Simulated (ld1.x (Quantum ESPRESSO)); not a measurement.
## O, TM: configuration errors across variants

```json
{
 "Element": "O",
 "Generator": "ld1.x (Quantum ESPRESSO) 7.5",
 "Type": "norm-conserving Troullier–Martins (Kleinman–Bylander form)",
 "Functional": "PBE",
 "Relativity": "scalar-relativistic",
 "Frozen core": "[He]",
 "Valence charge": "6",
 "Reference configuration": "2s1 2p5",
 "Partial waves": "2s (bound): rc 0.85 bohr; 2p (bound): rc 2.10 bohr; 3d channel at 0.25 Ry: rc 1.80 bohr",
 "Local potential": "all-electron potential smoothed inside 1.45 bohr (lloc = -1)",
 "Core correction": "Bessel-smoothed model core, default radius (core density twice the valence density)"
}
```

All-electron excitation energies from the reference (eV): (1) 2s2 2p4 -14.950; (2) 2s2 2p3 1.481; (3) 2s2 2p2 35.067; (4) 2s2 2p4.3 -17.073; (5) 2s0 2p6 14.987; (6) 2s2 2p1 88.936; (7) 2s2 2p0 165.841.

Tests that are not counted but printed errors over 1 eV. “all radii but the core radius scaled by about 1.39 (s 1.18, p 2.92, d 2.50 bohr); local potential all-electron potential smoothed inside 2.02 bohr (lloc = -1)”: 2s2 2p0 (converged, but collapsed or in another state, printed error +20.4 eV).

A true bound ghost makes a file unfit for plane-wave use even where its test errors are small: the radial tests pick states by their node count and pass the ghost by.

Errors AE − PS in meV (a dash: test not solved or not reliable):

```csv
change,(1),(2),(3),(4),(5),(6),(7),bound ghosts
base,-23,+263,+1202,-55,-22,+3598,+8580,none
"all radii but the core radius scaled by about 0.84 (s 0.72, p 1.76, d 1.52 bohr); local potential all-electron potential smoothed inside 1.22 bohr (lloc = -1)",+0.6,+145,+642,-16,+0.9,+1993,+5001,none
"all radii but the core radius scaled by about 0.89 (s 0.76, p 1.86, d 1.60 bohr); local potential all-electron potential smoothed inside 1.28 bohr (lloc = -1)",-3.7,+173,+773,-24,-3.4,+2379,+5884,none
"all radii but the core radius scaled by about 0.96 (s 0.82, p 2.02, d 1.72 bohr); local potential all-electron potential smoothed inside 1.38 bohr (lloc = -1)",-13,+224,+1014,-40,-13,+3070,+7430,none
"all radii but the core radius scaled by about 1.03 (s 0.88, p 2.16, d 1.86 bohr); local potential all-electron potential smoothed inside 1.50 bohr (lloc = -1)",-29,+284,+1302,-65,-28,+3870,+9156,s
"all radii but the core radius scaled by about 1.12 (s 0.96, p 2.36, d 2.02 bohr); local potential all-electron potential smoothed inside 1.62 bohr (lloc = -1)",-50,+400,+2038,-92,-60,+6239,+14933,none
"all radii but the core radius scaled by about 1.19 (s 1.02, p 2.50, d 2.14 bohr); local potential all-electron potential smoothed inside 1.72 bohr (lloc = -1)",-80,+447,+2177,-136,-83,+6361,+14600,none
"all radii but the core radius scaled by about 1.27 (s 1.08, p 2.66, d 2.28 bohr); local potential all-electron potential smoothed inside 1.84 bohr (lloc = -1)",-107,+509,+2499,-174,-112,+7218,+16343,none
"all radii but the core radius scaled by about 1.33 (s 1.14, p 2.80, d 2.40 bohr); local potential all-electron potential smoothed inside 1.94 bohr (lloc = -1)",-140,+577,+2863,-217,-147,+8186,+18314,none
"all radii but the core radius scaled by about 1.39 (s 1.18, p 2.92, d 2.50 bohr); local potential all-electron potential smoothed inside 2.02 bohr (lloc = -1)",-178,+649,+3261,-265,-189,+9239,–,none
```

Question: Give the same row for: all radii but the core radius scaled by about 0.75 (s 0.64, p 1.56, d 1.34 bohr); local potential all-electron potential smoothed inside 1.08 bohr (lloc = -1).

Answer: +7.1, +93, +398, -2.3, +8.0, +1263, +3277; bound ghosts: none.
